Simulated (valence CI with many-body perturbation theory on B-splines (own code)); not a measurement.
**Sensitivity of CI+MBPT for Hg⁵⁹⁺**

Computed by relativistic CI+MBPT: three valence electrons over a frozen Dirac-Fock core [Ar], a basis of 6 s, 6 p, 5 d, 5 f, 1 g functions for each j, with the one-electron correlation potential Σ1 (screened to all orders), the two-electron term Σ2, the three-electron term Σ3, Breit, model QED; selected single and double excitations, second order for the rest, scaled by the run's own slope (own B-spline code, finite nucleus).

No measured spectrum was set against this ion. As an estimate, large intervals hold to a few tenths of a per cent, small ones and those within an open d or f shell to about a per cent. The list stops below the first excitations out of the core. Only levels of the ground parity were solved; by the run's estimate the other parity begins above the list, which can be wrong where configurations are misplaced.

The reference run has the lowest level (3d3/2^3) J=3/2 and an ionisation energy of 6192.52 eV. Its largest variational space holds 2182 state functions.

Levels are named by their leading jj configuration (3d3/2^4 stands for four electrons in 3d with j = 3/2), which in mixed levels can hold well under half, so a name can repeat and another be missing. Letters in brackets count levels of one name in rising energy.

Changed runs:
A. scale of Σ1 1 → 0.8
B. highest l with Σ1, explicit Σ2 and valence Breit (higher l get mean screening factors) 3 → 1
C. screening of Σ1 on → off
D. size limit of the variational space 10000 → 100; second order for the rest on → off (bad on purpose)

Excitation energies of the reference run in cm⁻¹, and shifts in cm⁻¹:

| Level | Reference | A | B | C | D |
| --- | --- | --- | --- | --- | --- |
| (3d3/2^2 3d5/2) J=5/2 [a] | 787778 | -521 | -4657 | +267 | -466 |
| (3d3/2^2 3d5/2) J=3/2 | 842548 | -522 | -6955 | +266 | +812 |
| (3d3/2^2 3d5/2) J=9/2 | 873271 | -524 | +9495 | +267 | -546 |
| (3d3/2^2 3d5/2) J=7/2 | 878266 | -530 | +5404 | +271 | +96 |
| (3d3/2^2 3d5/2) J=1/2 | 890987 | -527 | -3557 | +268 | -1176 |
| (3d3/2^2 3d5/2) J=5/2 [b] | 1107020 | -555 | -7643 | +278 | +2281 |
| (3d3/2 3d5/2^2) J=7/2 [a] | 1651120 | -1043 | -6390 | +533 | -1056 |
| (3d3/2 3d5/2^2) J=9/2 | 1693100 | -1049 | +1656 | +536 | -539 |
| (3d3/2 3d5/2^2) J=3/2 [a] | 1741620 | -1054 | -12474 | +537 | -161 |
| (3d3/2 3d5/2^2) J=1/2 | 1768140 | -1057 | -8823 | +538 | -1080 |
| (3d3/2 3d5/2^2) J=11/2 | 1775610 | -1053 | +8373 | +536 | -1838 |
| (3d3/2 3d5/2^2) J=5/2 [a] | 1777630 | -1049 | -10275 | +533 | +769 |
| Ionisation energy (eV) | 6192.52 | -0.54 | -0.39 | -0.037 | -0.36 |
